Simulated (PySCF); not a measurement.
# Electronic structure of Ru⁺ (ruthenium, charge +1) at the TPSS level

Configuration: [Kr] 4d7, high-spin 4F determinant. Calculation: PySCF 2.14, in cc-pVDZ-PP with ECP28MDF (4s4p3d1f, 38 functions); scalar relativity through the core potential.

```json
{"Total energy": "-94.1833 hartree", "One-electron energy": "-160.1708 hartree", "Hartree (Coulomb) energy": "75.9193 hartree", "Exchange-correlation energy": "-9.9318 hartree", "⟨S²⟩": "3.7512", "⟨L²⟩": "12.017", "Sum of ⟨r⟩": "20.55 bohr", "Sum of ⟨r²⟩": "34.37 bohr²", "Time after the integrals": "0.87 s of wall time on 1 thread of Neoverse-V2 (shared host)"}
```

```json
{"shell": "4s α", "electrons": "1", "mean orbital energy (hartree)": "-3.14156", "spread (hartree)": "0", "rms radius, mean of both spins (bohr)": "1.09"}
{"shell": "4s β", "electrons": "1", "mean orbital energy (hartree)": "-3.06373", "spread (hartree)": "0", "rms radius, mean of both spins (bohr)": "1.09"}
{"shell": "4p α", "electrons": "3", "mean orbital energy (hartree)": "-2.03025", "spread (hartree)": "0", "rms radius, mean of both spins (bohr)": "1.22"}
{"shell": "4p β", "electrons": "3", "mean orbital energy (hartree)": "-1.94390", "spread (hartree)": "0", "rms radius, mean of both spins (bohr)": "1.22"}
{"shell": "4d α", "electrons": "5", "mean orbital energy (hartree)": "-0.48317", "spread (hartree)": "0.02984", "rms radius, mean of both spins (bohr)": "1.82"}
{"shell": "4d β", "electrons": "2", "mean orbital energy (hartree)": "-0.43164", "spread (hartree)": "0", "rms radius, mean of both spins (bohr)": "1.82"}
```

Energies and moments cover only the electrons outside the core potential.
